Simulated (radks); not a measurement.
Results of a calculation; reference values are marked as such.
Species: Gd. Configuration: [Xe] 4f7 5d1 6s2 (the NIST ground configuration). Level of theory: Dirac Kohn-Sham, PBE, spin-unpolarised, spherical densities, point nucleus; open shells are shared between the two j in proportion to 2j + 1 (a radial shooting solver on a logarithmic mesh with Libxc functionals).

Unscreened Slater integrals over Kohn-Sham orbitals (hartree). Large and small components are both included. Empty in this configuration: 6p1/2.

integral,value
"F0(5d5/2,5d5/2)",0.31776
"F2(5d5/2,5d5/2)",0.15426
"F4(5d5/2,5d5/2)",0.098461
"F0(5d5/2,5d3/2)",0.32358
"F2(5d5/2,5d3/2)",0.15733
"G2(5d5/2,5d3/2)",0.15723
"G4(5d5/2,5d3/2)",0.10047
"F0(5d5/2,6s1/2)",0.25463
"G2(5d5/2,6s1/2)",0.087486
"F0(5d5/2,4f7/2)",0.42698
"F2(5d5/2,4f7/2)",0.094592
"F4(5d5/2,4f7/2)",0.045018
"G1(5d5/2,4f7/2)",0.047179
"G3(5d5/2,4f7/2)",0.036048
"G5(5d5/2,4f7/2)",0.026938
"F0(5d5/2,6p1/2)",0.20360
"G3(5d5/2,6p1/2)",0.040684
"F0(5d3/2,5d3/2)",0.32970
"F2(5d3/2,5d3/2)",0.16075
"F0(5d3/2,6s1/2)",0.25730
"G2(5d3/2,6s1/2)",0.084294
"F0(5d3/2,4f7/2)",0.44071
"F2(5d3/2,4f7/2)",0.10094
"G3(5d3/2,4f7/2)",0.039265
"G5(5d3/2,4f7/2)",0.029299
"F0(5d3/2,6p1/2)",0.20493
"G1(5d3/2,6p1/2)",0.056586
"F0(6s1/2,6s1/2)",0.22619
"F0(6s1/2,4f7/2)",0.29584
"G3(6s1/2,4f7/2)",0.0096490
"F0(6s1/2,6p1/2)",0.19016
"G1(6s1/2,6p1/2)",0.11635
"F0(4f7/2,4f7/2)",1.0749
"F2(4f7/2,4f7/2)",0.50213
"F4(4f7/2,4f7/2)",0.31337
"F6(4f7/2,4f7/2)",0.22498
"F0(4f7/2,6p1/2)",0.22337
"G4(4f7/2,6p1/2)",0.0045821
"F0(6p1/2,6p1/2)",0.16827
